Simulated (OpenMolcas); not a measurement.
**Computed transition rates of Cu4+**

```json
{
  "Program": "OpenMolcas",
  "Method": "MS-CASPT2, IPEA 0.25 Eh, imaginary shift 0.1 Eh (closed shells correlated: 3s 3p)",
  "Basis": "ANO-RCC-VTZP [6s5p3d2f1g]",
  "Scalar Hamiltonian": "DKH2, point nucleus",
  "Active space": "7 electrons in 5 orbitals (3d)",
  "State averaging": "2S+1 = 4 even, 10 roots; 2S+1 = 2 even, 40 roots",
  "Spin-orbit coupling": "state interaction with AMFI integrals over the reference wave functions, term energies averaged over their components"
}
```

Rates come from the transition moments of the reference wave functions (E1 and E2 in the length form). At fixed line strength A goes as λ^-3 for E1 and M1 and as λ^-5 for E2, so a rate at the computed wavelength can be rescaled to the measured one. Measured vacuum wavelengths follow from level energies in Sugar and Musgrove, J. Phys. Chem. Ref. Data 19, 527 (1990). Branching counts decays inside the model space alone, at computed energies, and the table is only a selection of the E2 and M1 lines, drawn from those between levels with measured partners whose computed energy lies within a factor of 1.5 of the measured one.

```
        Upper       Lower  Type  λ computed (nm)  λ measured (nm)  A computed (s-1)  A rescaled (s-1)  Branching %
   3d⁷ ⁴F_3/2  3d⁷ ⁴F_5/2    M1            13360            13010          2.72e-02          2.95e-02        100.0
   3d⁷ ⁴P_1/2  3d⁷ ⁴P_3/2    M1            10910            11500          3.24e-02          2.77e-02         29.9
   3d⁷ ⁴F_5/2  3d⁷ ⁴F_7/2    M1             9004             8746          7.92e-02          8.64e-02        100.0
   3d⁷ ⁴F_7/2  3d⁷ ⁴F_9/2    M1             6434             6189          1.27e-01          1.43e-01        100.0
   3d⁷ ²P_3/2  3d⁷ ⁴P_5/2    M1             1708             1616          5.90e-01                           35.3
   3d⁷ ²P_1/2  3d⁷ ⁴P_1/2    M1             1670             1555          7.33e-01                           92.6
  3d⁷ ²H_11/2  3d⁷ ²G_9/2    M1             1193             1278          2.00e-01                           97.6
   3d⁷ ²H_9/2  3d⁷ ²G_9/2    M1             1027             1081          6.79e-01                           72.1
   3d⁷ ⁴P_3/2  3d⁷ ⁴F_5/2    E2            541.9            546.3          2.35e-02          2.26e-02         28.3
   3d⁷ ⁴P_1/2  3d⁷ ⁴F_3/2    E2              537            543.3          4.26e-02          4.02e-02         39.3
   3d⁷ ⁴P_1/2  3d⁷ ⁴F_5/2    E2            516.3            521.5          3.33e-02          3.17e-02         30.8
   3d⁷ ⁴P_3/2  3d⁷ ⁴F_7/2    E2            511.2            514.1          4.28e-02          4.16e-02         51.5
   3d⁷ ²G_9/2  3d⁷ ⁴F_7/2    M1            481.4            477.1          5.20e-01                           22.7
   3d⁷ ⁴P_5/2  3d⁷ ⁴F_9/2    E2            478.6            480.2          9.23e-02          9.08e-02         66.6
   3d⁷ ²G_7/2  3d⁷ ⁴F_5/2    M1              473            468.6          4.80e-01                           37.8
   3d⁷ ²G_7/2  3d⁷ ⁴F_7/2    M1            449.4            444.8          6.73e-01                           53.1
   3d⁷ ²G_9/2  3d⁷ ⁴F_9/2    M1            447.9              443          1.77e+00                           77.3
   3d⁷ ²F_7/2  3d⁷ ²G_7/2    M1            376.6              385          6.66e-01                           28.1
3d⁷ ²D_5/2(1)  3d⁷ ⁴F_7/2    M1            340.3            340.7          3.47e+00                           78.4
3d⁷ ²D_3/2(1)  3d⁷ ⁴F_3/2    M1            335.8              336          1.64e+00                           26.8
3d⁷ ²D_3/2(1)  3d⁷ ⁴F_5/2    M1            327.6            327.5          3.23e+00                           52.9
   3d⁷ ²F_5/2  3d⁷ ⁴F_3/2    M1            216.1            217.6          5.55e-01                           35.3
   3d⁷ ²F_7/2  3d⁷ ⁴F_9/2    M1            198.6            199.7          5.45e-01                           23.0
3d⁷ ²D_3/2(2)  3d⁷ ²G_7/2    E2            183.9            189.6          1.28e+01          1.10e+01         51.9
3d⁷ ²D_5/2(2)  3d⁷ ²G_9/2    E2            176.6            181.5          1.29e+01          1.13e+01         43.4
```

Spin-changing lines and M1 lines between different terms are not rescaled, since their strength hangs on the term gaps too.

The largest correction is for 3d⁷ ⁴P_1/2 → 3d⁷ ⁴P_3/2 (M1): 3.24e-02 × (10910 / 11500)^3 = 2.77e-02 s-1, a factor of 0.85.

The computed rate and branching of 3d⁷ ⁴F_7/2 → 3d⁷ ⁴F_9/2 give the upper level a radiative lifetime of 1.000 / 1.27e-01 s-1 = 7.87e+00 s, counting decays inside the model space alone. The rescaled rate gives about 7.0e+00 s.

These are rates of the free ion; in crystals, glasses and complexes forced electric-dipole and non-radiative decay shorten such lifetimes by orders of magnitude. No measured rate stands beside these. Rescaling mends the energy factor alone: line strengths can still be far off where a level mixes with configurations outside the active space, and weak or spin-changing lines hang on small mixing coefficients that depend on the term gaps too, so rescaling need not improve them.

CASPT2 breaks the degeneracy within a term, and the mean is taken; among the terms shown or strongly mixed into the levels shown the widest spread is 720 cm-1 (3d⁷ ⁴F). The CASPT2 spread within a term exceeds the gap to the next term for 3d⁷ ²H and 3d⁷ ²D(1), so the order of their levels is uncertain. Measured partners are found by configuration, term and J. A level has none where our copy of the source lacks it or the pairing is in doubt (some pairs that miss far off the trend of their configuration count as doubtful). Levels of configurations outside the active space are missing.

A number in round brackets counts repeated terms of one configuration in the order of the reference energies.
